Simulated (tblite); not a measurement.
Species: C5H14O2Si.
Bonds: C1–C2, C2–O3, O3–Si4, Si4–O5, O5–C6, C6–C7, C6–C8. Hydrogens: H9, H10, H11 on C1; H12, H13 on C2; H14, H15 on Si4; H16 on C6; H17, H18, H19 on C7; H20, H21, H22 on C8.

Computed with GFN2-xTB (tblite), gas phase: L-BFGS steps from a force-field or distance-geometry start until the largest atomic force falls under 0.01 eV/Å.

Step 115: E = -756.9116 eV
```
atom  x, y, z in Å  |  force x, y, z in eV/Å
C1      3.7335    0.3067    0.2491    0.026   0.011  -0.028
C2      2.4072   -0.4374    0.2487    0.018   0.010   0.003
O3      1.8605   -0.4141   -1.0427    0.005   0.009  -0.028
Si4     0.3172   -0.5630   -1.4885   -0.010   0.021   0.003
O5     -0.5638    0.0596   -0.2820    0.024  -0.019   0.036
C6     -1.8821   -0.1775    0.1348    0.002  -0.014  -0.014
C7     -2.0308    0.4195    1.5316   -0.015  -0.014  -0.019
C8     -2.8846    0.4155   -0.8490   -0.025  -0.010  -0.031
H9      3.5915    1.3094   -0.1477   -0.001  -0.024   0.028
H10     4.1289    0.3736    1.2597   -0.005  -0.018  -0.014
H11     4.4472   -0.2166   -0.3827    0.011   0.037   0.007
H12     1.7053    0.0289    0.9481    0.009   0.006   0.022
H13     2.5599   -1.4791    0.5566   -0.004  -0.022   0.005
H14    -0.0738   -1.9599   -1.7071    0.025  -0.029   0.012
H15     0.2658    0.2454   -2.6959   -0.030   0.000  -0.039
H16    -2.0405   -1.2656    0.1799   -0.007   0.004   0.020
H17    -1.2638    0.0132    2.1868   -0.041  -0.027   0.018
H18    -3.0122    0.1952    1.9407    0.015   0.004  -0.003
H19    -1.8981    1.4964    1.4801   -0.019   0.037   0.012
H20    -2.6475    0.0696   -1.8530   -0.011   0.033   0.016
H21    -3.8931    0.0978   -0.5970    0.008   0.031   0.033
H22    -2.8372    1.5018   -0.8276    0.026  -0.026  -0.037
```

Step 116: E = -756.9125 eV
```
atom  x, y, z in Å  |  force x, y, z in eV/Å
C1      3.7337    0.3080    0.2460    0.014   0.004  -0.035
C2      2.4078   -0.4372    0.2503    0.016   0.007  -0.005
O3      1.8618   -0.4213   -1.0415   -0.007   0.014  -0.030
Si4     0.3175   -0.5648   -1.4860   -0.007   0.027  -0.032
O5     -0.5611    0.0533   -0.2757    0.032   0.002   0.032
C6     -1.8815   -0.1787    0.1362   -0.004  -0.021   0.003
C7     -2.0349    0.4175    1.5328   -0.016   0.015   0.002
C8     -2.8799    0.4163   -0.8511   -0.012  -0.020  -0.010
H9      3.5869    1.3108   -0.1484    0.003  -0.013   0.029
H10     4.1345    0.3732    1.2544   -0.004  -0.019  -0.020
H11     4.4436   -0.2122   -0.3929    0.011   0.033   0.020
H12     1.7051    0.0332    0.9463    0.015   0.002   0.025
H13     2.5591   -1.4777    0.5624    0.006  -0.020   0.015
H14    -0.0760   -1.9601   -1.7128    0.028  -0.022   0.017
H15     0.2659    0.2490   -2.6916   -0.032  -0.013  -0.016
H16    -2.0398   -1.2661    0.1806   -0.029  -0.020   0.023
H17    -1.2733    0.0103    2.1939   -0.036  -0.028   0.000
H18    -3.0181    0.1974    1.9388   -0.001  -0.017  -0.011
H19    -1.9026    1.4950    1.4848   -0.002   0.032  -0.001
H20    -2.6439    0.0653   -1.8531   -0.008   0.038   0.007
H21    -3.8911    0.1064   -0.5996    0.012   0.027   0.038
H22    -2.8242    1.5017   -0.8306    0.021  -0.008  -0.050
```

Step 117: E = -756.9135 eV
```
atom  x, y, z in Å  |  force x, y, z in eV/Å
C1      3.7331    0.3090    0.2420   -0.002   0.006  -0.033
C2      2.4079   -0.4368    0.2514    0.007  -0.001  -0.013
O3      1.8631   -0.4265   -1.0414   -0.023   0.020  -0.028
Si4     0.3176   -0.5659   -1.4832   -0.001   0.022  -0.057
O5     -0.5569    0.0469   -0.2675    0.033   0.020   0.031
C6     -1.8800   -0.1804    0.1376   -0.003  -0.024   0.030
C7     -2.0398    0.4153    1.5339   -0.028   0.042   0.015
C8     -2.8731    0.4170   -0.8531    0.019  -0.009   0.001
H9      3.5801    1.3123   -0.1484    0.014  -0.007   0.032
H10     4.1401    0.3715    1.2481    0.000  -0.017  -0.018
H11     4.4389   -0.2070   -0.4043    0.018   0.024   0.021
H12     1.7051    0.0375    0.9448    0.018  -0.001   0.023
H13     2.5557   -1.4767    0.5672    0.023  -0.013   0.020
H14    -0.0757   -1.9606   -1.7150    0.027  -0.018   0.019
H15     0.2614    0.2510   -2.6875   -0.030  -0.018  -0.002
H16    -2.0393   -1.2669    0.1810   -0.046  -0.042   0.028
H17    -1.2839    0.0078    2.2011   -0.024  -0.027  -0.010
H18    -3.0252    0.1984    1.9362   -0.012  -0.035  -0.021
H19    -1.9091    1.4936    1.4890    0.016   0.018  -0.012
H20    -2.6366    0.0624   -1.8533   -0.013   0.032  -0.004
H21    -3.8861    0.1158   -0.6014   -0.002   0.020   0.036
H22    -2.8076    1.5016   -0.8340    0.010   0.007  -0.059
```

Step 118: E = -756.9148 eV
```
atom  x, y, z in Å  |  force x, y, z in eV/Å
C1      3.7320    0.3106    0.2371   -0.010  -0.011  -0.020
C2      2.4074   -0.4358    0.2525   -0.003  -0.007  -0.023
O3      1.8635   -0.4293   -1.0411   -0.027   0.022  -0.021
Si4     0.3172   -0.5667   -1.4799   -0.009   0.009  -0.069
O5     -0.5522    0.0395   -0.2574    0.027   0.027   0.028
C6     -1.8785   -0.1831    0.1397   -0.002  -0.019   0.046
C7     -2.0456    0.4134    1.5352   -0.021   0.059   0.031
C8     -2.8639    0.4176   -0.8561    0.037   0.006   0.029
H9      3.5721    1.3154   -0.1458    0.026   0.005   0.030
H10     4.1469    0.3667    1.2401    0.005  -0.010  -0.017
H11     4.4325   -0.2002   -0.4190    0.018   0.022   0.024
H12     1.7054    0.0422    0.9445    0.021  -0.006   0.015
H13     2.5516   -1.4756    0.5714    0.039   0.001   0.018
H14    -0.0749   -1.9622   -1.7142    0.029  -0.006   0.017
H15     0.2534    0.2535   -2.6825   -0.026  -0.025   0.010
H16    -2.0403   -1.2687    0.1818   -0.054  -0.054   0.034
H17    -1.2961    0.0038    2.2086   -0.014  -0.017  -0.023
H18    -3.0327    0.1987    1.9333   -0.035  -0.047  -0.028
H19    -1.9155    1.4925    1.4928    0.030  -0.007  -0.019
H20    -2.6280    0.0581   -1.8536   -0.016   0.012  -0.030
H21    -3.8798    0.1281   -0.6033   -0.008   0.020   0.026
H22    -2.7849    1.5009   -0.8410   -0.005   0.026  -0.059
```

**Question.** Estimate the geometry and energy of step 119. (The exact step hangs on the optimiser's Hessian estimate; all steps are aligned on step 118, rigid shifts and turns removed.)

**Answer.** E = -756.9168 eV, largest force 0.090 eV/Å
```
atom  x, y, z in Å  |  force x, y, z in eV/Å
C1      3.7319    0.3120    0.2326   -0.011  -0.014   0.001
C2      2.4076   -0.4339    0.2522   -0.014  -0.018  -0.027
O3      1.8638   -0.4258   -1.0418   -0.038   0.020  -0.011
Si4     0.3170   -0.5671   -1.4766   -0.017  -0.011  -0.062
O5     -0.5486    0.0338   -0.2486    0.019   0.027   0.032
C6     -1.8775   -0.1861    0.1413    0.003  -0.009   0.063
C7     -2.0525    0.4118    1.5356   -0.023   0.062   0.037
C8     -2.8554    0.4175   -0.8590    0.057   0.037   0.036
H9      3.5648    1.3213   -0.1350    0.043   0.004   0.030
H10     4.1566    0.3539    1.2322    0.010   0.001  -0.016
H11     4.4261   -0.1891   -0.4373    0.016   0.018   0.021
H12     1.7084    0.0461    0.9459    0.017  -0.007   0.002
H13     2.5469   -1.4744    0.5724    0.056   0.015   0.004
H14    -0.0716   -1.9650   -1.7068    0.031   0.005   0.010
H15     0.2426    0.2531   -2.6784   -0.019  -0.025   0.008
H16    -2.0418   -1.2714    0.1814   -0.054  -0.056   0.045
H17    -1.3105   -0.0017    2.2146    0.006  -0.004  -0.023
H18    -3.0418    0.1991    1.9292   -0.046  -0.047  -0.042
H19    -1.9209    1.4918    1.4954    0.037  -0.043  -0.023
H20    -2.6253    0.0486   -1.8537   -0.025  -0.013  -0.043
H21    -3.8737    0.1459   -0.5986   -0.023   0.021   0.008
H22    -2.7565    1.4992   -0.8540   -0.025   0.037  -0.052
```

The energy changes by -0.0020 eV. The first-order estimate −F·Δx gives -0.0026 eV and the mean of the old and new forces, exact on a quadratic surface, -0.0020 eV. The step makes an angle of 78° with the force vector and moves no atom by more than 0.031 Å.

The cost below is that of the whole relaxation. Time: 2.4 s of wall time. Hardware: one thread, Arm Neoverse N1 (aarch64) (shared host).
